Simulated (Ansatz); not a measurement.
`O=[CH][GaH2]` + `[AsH3]` → `[GaH2][AsH2]` + `C=O` at 400 K and 1 bar (ligand exchange at a Ga–C bond).

Computed with Ansatz on PBE0-D4/def2-TZVP structures; ΔE is electronic, products minus reactants. CCSD(T)/CBS adds triple-zeta CCSD(T) − MP2 to the extrapolated MP2 energy (def2 sets, frozen cores). This one scheme is used for every species. For As, Ga outer-core shells are correlated without core-valence functions, which leaves a few kJ/mol of doubt a bond. Scalar relativity is left out up to krypton.

| species | CCSD(T)/CBS energy (Eh) | H − E (kJ/mol) | S (J/(mol·K)) |
| --- | --- | --- | --- |
| `O=[CH][GaH2]` | -2038.90941 | 102.8 | 323.4 |
| `[AsH3]` | -2236.79077 | 72.0 | 234.9 |
| `[GaH2][AsH2]` | -4161.33979 | 98.7 | 326.6 |
| `C=O` | -114.39408 | 83.9 | 229.4 |

H − E and S are ideal-gas, rigid-rotor, harmonic terms from PBE0-D4/def2-TZVP. 1 Eh = 2625.50 kJ/mol, R = 8.31446 J/(mol·K).

Q: By hand: ΔE, ΔH, ΔS and ΔG.

A: ΔE = (-4161.33979) + (-114.39408) − (-2038.90941) − (-2236.79077) = -0.03369 Eh = -88.5 kJ/mol. Δ(H − E) = 98.7 + 83.9 − 102.8 − 72.0 = 7.8, so ΔH = -80.7 kJ/mol. ΔS = 326.6 + 229.4 − 323.4 − 234.9 = -2.3 J/(mol·K). ΔG = -80.7 − 400 × (-2.3)/1000 = -79.8 kJ/mol.

Q: By hand: the equilibrium constant, and the temperature at which ΔG would vanish if ΔH and ΔS stayed fixed.

A: log₁₀ K = −ΔG/(RT ln 10) = 10.4. ΔG = 0 at ΔH/ΔS = 35087 K, far beyond where these terms or the molecules hold.

The number of gas molecules stays the same, so ΔS is small and ΔH decides. A doubt of 5 kJ/mol in ΔE shifts log₁₀ K by 0.7 here. These are equilibria of isolated gas molecules and say nothing of rates. Largest T1 diagnostic: 0.017 (customary marks: 0.02 for closed shells, 0.045 for open ones).
